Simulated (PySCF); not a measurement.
Several molecules and their computed UV-vis stick spectra, shuffled. Computed, not measured: PySCF 2.14.0, density-fitted response routines, TDDFT B3LYP/def2-SVPD, vertical, gas phase, core orbitals frozen in the response. Geometries: PBE0-D3(BJ)/def2-SVP; one conformer of each isolated species. Triplets are in the Tamm–Dancoff approximation. Relativistic effects are left out although some hold elements past zinc. Ions are computed without counter-ions or solvent.

A. `O=C=[Se]`
B. `[GeH2]([CH3])[CH3]`
C. `[Cl][Ge-]([Cl])([Cl])([Cl])[Cl]`

Lowest singlet levels (six at most, fewer where fewer were computed) with oscillator strengths:

1. 3.87 eV (f 0.000 summed over 2 states); 4.35 eV (f 0.024 summed over 2 states); 4.65 eV (f 0.061); 4.90 eV (f 0.000); 5.39 eV (f 0.001); 5.40 eV (f 0.082 summed over 2 states); T1 3.63 eV
2. 4.90 eV (f 0.000); 5.13 eV (f 0.000 summed over 2 states); 6.53 eV (f 0.063 summed over 2 states); 7.33 eV (f 0.096 summed over 2 states); 7.47 eV (f 0.593); 8.23 eV (f 0.113 summed over 2 states); T1 4.25 eV
3. 7.63 eV (f 0.031); 7.88 eV (f 0.001); 7.97 eV (f 0.045); 8.08 eV (f 0.038); 8.20 eV (f 0.064); 8.25 eV (f 0.000); T1 7.44 eV

**Question.** Match each spectrum to its molecule.

**Answer.** 1 = C, 2 = A, 3 = B.
- A: S1 at 4.90 eV, HOMO-1/HOMO→LUMO/LUMO+1 (100%); Löwdin shares by element: HOMO (one of a set within 0.03 eV) selenium 65%, carbon 22%, oxygen 13%; LUMO (one of a set within 0.03 eV) carbon 37%, selenium 35%, oxygen 28%; HOMO -7.91 and LUMO -1.42 eV; point group C∞v, 3 of its 10 listed states under f = 0.0005.
- B: S1 at 7.63 eV, HOMO→LUMO (99%); Löwdin shares by element: HOMO carbon 55%, germanium 23%, hydrogen 6% or more (atoms not listed hold the other 17%); LUMO germanium 37%, carbon 25%, hydrogen 5% or more (atoms not listed hold the other 32%); HOMO -8.34 and LUMO 0.24 eV.
- C: S1 at 3.87 eV, HOMO-1/HOMO→LUMO (100%); Löwdin shares by element: HOMO (one of a set within 0.03 eV) chlorine 97% or more; LUMO chlorine 50% or more, germanium 22% (atoms not listed hold the other 27%); HOMO -3.93 and LUMO 0.96 eV; point group D3h, 3 of its 9 listed states under f = 0.0005.

A slash joins orbitals within 0.01 eV of each other, whose weights are summed (≥ marks a lower bound).
